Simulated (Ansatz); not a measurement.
Species: GeS, net charge 0, singlet state. 
Structure (B3LYP-D3(BJ)/def2-TZVP (Ansatz, a first-principles code) minimum search):
SMILES: [S]=[Ge]
```xyz
2

Ge     0.0000     0.0000    -0.6762
S      0.0000     0.0000     1.3523
```
Charge 0, spin multiplicity 1.

Parts of the frozen-core correlation energy in STO-3G (Ansatz, hartree). Frozen orbitals: 19; correlated occupied orbitals by spin: 5 and 5; virtual: 3 and 3. Spin-orbit coupling is left out. Non-relativistic. The restricted reference is unstable.

| term | value |
|---|---|
| reference (HF) | -2444.90449 |
| MP2 opposite-spin | [?] |
| MP2 same-spin | [?] |
| CCSD correlation | [?] |
| (T) | -0.01017 |
| FCI minus CCSD(T) | -0.00073 |
| T1 diagnostic | 0.041 |
| largest doubles amplitude | 0.139 |

Question: Some entries are withheld; supply them.

Answer: 
- MP2 opposite-spin, value: -0.07203
- MP2 same-spin, value: -0.02488
- CCSD correlation, value: -0.09671
